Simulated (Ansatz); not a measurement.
One change: `[AlH2][O][GaH2]` becomes `[AlH2][O][AlH2]`.

Ansatz, PBE0-D4/def2-TZVP geometries, multiplicity 1. 

Scalar relativity is left out up to krypton.

```csv
property,`[AlH2][O][GaH2]`
zero-point energy (PBE0-D4/def2-TZVP) / kJ/mol,80.5
HOMO–LUMO gap (B3LYP/def2-TZVPP) / eV,6.26
LUMO energy (ωB97M-V/def2-TZVPP) / eV,0.44
"ideal-gas entropy at 298 K and 1 bar (rigid rotor, harmonic PBE0-D4/def2-TZVP) / J/(mol·K)",328
HOMO–LUMO gap (PBE0/def2-TZVPP) / eV,6.73
size of the dipole moment (PBE/def2-TZVPP) / D,0.88
```

**Question.** What does the change do to each property? (Best estimate.)

**Answer.** Ansatz gave: 
```
                                                                                  property  `[AlH2][O][AlH2]`  shift
                                            zero-point energy (PBE0-D4/def2-TZVP) / kJ/mol               81.6    1.1
                                                     HOMO–LUMO gap (B3LYP/def2-TZVPP) / eV               6.80   0.54
                                                     LUMO energy (ωB97M-V/def2-TZVPP) / eV               0.59   0.15
ideal-gas entropy at 298 K and 1 bar (rigid rotor, harmonic PBE0-D4/def2-TZVP) / J/(mol·K)                307    -21
                                                      HOMO–LUMO gap (PBE0/def2-TZVPP) / eV               7.21   0.48
                                            size of the dipole moment (PBE/def2-TZVPP) / D               0.00  -0.88
```

With PBE0 the HOMO falls by 0.22 eV and the LUMO rises by 0.25 eV, so the gap widens by about 0.47 eV. PBE moves the HOMO by -0.20 eV and ωB97M-V by -0.23 eV.

B3LYP here is the variant with VWN-RPA as its local correlation; programs differ in this.
